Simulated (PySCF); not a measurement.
**Cobalt: a sound run and one with changed settings**

Sound run: Co+ [Ar] 3d8, Co(2+) [Ar] 3d7. Calculation: PySCF 2.14, in 6-31G* (5s4p2d1f, 34 functions); no relativity, point nucleus. The sound run starts from symmetry-adapted Hartree-Fock orbitals and uses a fine grid where one is needed.

Changed run: 14 angular points. This setting is unsound on purpose.

```tsv
species	method	sound run (hartree)	changed run (hartree)	converged
Co+	UHF	-1380.86053	-1380.86053	yes
Co+	M06-L	-1382.14212	-1382.31363	yes
Co+	MN15	-1382.31111	-1382.14593	yes
Co(2+)	UHF	-1380.39450	-1380.39450	yes
Co(2+)	M06-L	-1381.57470	-1381.54180	yes
Co(2+)	MN15	-1381.73724	-1381.73339	yes
```

Ionisation energy of Co+:

| method | sound run (eV) | changed run (eV) |
| --- | --- | --- |
| UHF | 12.681 | 12.681 |
| M06-L | 15.440 | 21.002 |
| MN15 | 15.616 | 11.226 |

A coarse angular grid integrates products of high-l functions wrongly, so density functionals can shift, and the SCF can exploit the error; Hartree-Fock and MP2 need no grid.

For comparison, NIST gives 17.084 eV between the lowest levels.
